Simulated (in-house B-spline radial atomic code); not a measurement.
# One electron outside the 1s2 core: Mn XXIII (Mn22+)

Computed with an all-electron radial atomic-structure program (B-spline basis), no-pair Dirac-Coulomb Hamiltonian, finite nucleus. Rungs: frozen-core Dirac-Hartree-Fock (DHF); Brueckner orbitals from the second-order correlation potential; the same with the Coulomb interaction screened by the core and the hole-particle interaction summed; Breit and QED terms from differences of relaxed Dirac-Fock atoms, where computed. Partial waves beyond l = 6 are extrapolated. The tables show a selection of states; those near core-excited levels, with erratic corrections or far from their DHF start are never shown.

Command:
```bash
python run_mb.py task.json out
```
Settings (nuclear radius in fm, box in bohr, cutoff in hartree):
```
basis_form          2
Z                   25
core_configuration  1s2
rms_radius          3.7057
mass_number         55
speed_of_light      137.036
box_radius          9.183
lmax                6
intervals           62
virtual_cutoff      1250.0
```

Cost of the run: 8 s on 1 thread of Arm Neoverse V2 (shared host).

Removal energies (eV):

```tsv
state	DHF	second order	screened	Breit + QED	final
2s1/2	1880.6	1880.75	1880.76	-0.893	1879.86
2p1/2	1833.99	1834.33	1834.34	-0.922	1833.41
2p3/2	1820.05	1820.37	1820.38	-0.422	1819.95
3s1/2	823.799	823.841	823.842	-0.259	823.583
3p1/2	810.875	810.959	810.959	-0.259	810.7
3p3/2	806.754	806.833	806.834	-0.116	806.717
3d3/2	801.801	801.835	801.836	-0.00807	801.828
3d5/2	800.539	?	?	?	?
4s1/2	460.057	460.073	460.074	-	-
4p1/2	454.735	454.767	454.767	-	-
4p3/2	453	453.031	453.031	-	-
4d3/2	450.945	450.96	450.96	-0.00467	450.956
4d5/2	450.412	?	?	?	?
4f5/2	450.302	450.306	450.306	-	-
```

Question: What does correlation do to 3d5/2?

Answer: It adds 0.03344 eV to the removal energy in second order and 0.03402 eV with screening; Breit and QED add -0.0046 eV, for a final 800.568 eV.

Question: What does correlation do to 4d5/2?

Answer: It adds 0.01468 eV to the removal energy in second order and 0.01495 eV with screening; Breit and QED add -0.00233 eV, for a final 450.424 eV.

Question: How does the lowest state compare with the NIST ionisation energy?

Answer: 2s1/2 is bound by 1879.864 eV, without recoil; NIST lists 1879.873 ± 0.007 eV (tabulated theory), a difference of -0.0093 eV.

Electric-dipole lines from 2s1/2 (reduced matrix elements in atomic units, length form, static core polarisation, sign of DHF taken positive):

```
upper     DHF  + core polarisation  + Brueckner  λ (nm)   A (s⁻¹)
2p1/2  0.1799               0.1795       0.1795  26.693  1.72e+09
2p3/2  0.2563               0.2557       0.2557  20.695  3.74e+09
```

Magnetic hyperfine constants per unit nuclear g factor (MHz, nucleus as a uniformly magnetised ball; they apply to isotopes with nuclear spin):

```json
{"state": "2s1/2", "DHF": "461600", "+ core polarisation": "474600", "+ Brueckner": "474700"}
{"state": "2p1/2", "DHF": "145800", "+ core polarisation": "149300", "+ Brueckner": "149300"}
{"state": "2p3/2", "DHF": "27650", "+ core polarisation": "24870", "+ Brueckner": "24880"}
{"state": "3s1/2", "DHF": "134600", "+ core polarisation": "138000", "+ Brueckner": "138100"}
{"state": "3p1/2", "DHF": "43010", "+ core polarisation": "43800", "+ Brueckner": "43810"}
{"state": "3p3/2", "DHF": "8164", "+ core polarisation": "7549", "+ Brueckner": "7551"}
```
